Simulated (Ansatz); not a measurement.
Pulling on the Ga1–H2 bond in CH5GaO (SMILES [CH3][GaH][OH]) (multiplicity 1 held, fragments rigid). Energies count from the point at 1.570 Å.
Geometry at that point (charge 0, multiplicity 1):
```xyz
8

Ga    -0.2039    -0.2009    -0.1879
H     -1.1241    -1.1816    -0.9986
C      0.2337     1.6848    -0.5235
H      0.7101     1.7996    -1.4987
H      0.9079     2.0550     0.2475
H     -0.6724     2.2933    -0.5268
O      0.5892    -0.8806     1.2853
H      0.3833    -1.8034     1.4613
```

R- and RO- levels are restricted; in cc, def2 and unpolarised 6-31G sets they are followed outwards from rest. U- levels take the lowest unrestricted solution at each point, which mixes spins at long bonds. Active spaces are followed from a long bond inwards. Levels need not reach the same state.

Cores are frozen in the correlated methods. Filled d and f shells under p-block atoms count as core.

Codes used: Ansatz (a program for electronic structure). 

Energies in kcal/mol.

```
R (Å)  U-HF/cc-pVDZ  R-SCS-MP2/cc-pVDZ  U-CCSD(T)/cc-pVDZ  FIC-MRCISD+Q on CASSCF(2,2)/cc-pVDZ
-----  ------------  -----------------  -----------------  -----------------------------------
1.256          27.6               28.3               28.6                                 28.4
1.413           5.5                6.0                6.2                                  6.0
1.570           0.0                0.0                0.0                                  0.0
1.727           3.3                2.8                2.5                                  2.6
1.884          11.3               10.1                9.4                                  9.5
2.120          27.1               24.8               23.0                                 23.2
2.355          43.1               40.3               37.2                                 37.2
2.748          56.8               63.7               57.5                                 56.5
3.141          61.7               81.9               71.2                                 69.0
3.612          63.7               96.9               77.9                                 76.6
4.240          64.4              106.2               79.6                                 79.9
5.025          64.6              103.1               79.9                                 80.7
```

Doubts at one or more of the structures used: a spin-contaminated determinant (U-HF/cc-pVDZ, U-CCSD(T)/cc-pVDZ); a restricted determinant that unrestricted orbitals would lower (R-SCS-MP2/cc-pVDZ); T1 above 0.05 (U-CCSD(T)/cc-pVDZ).
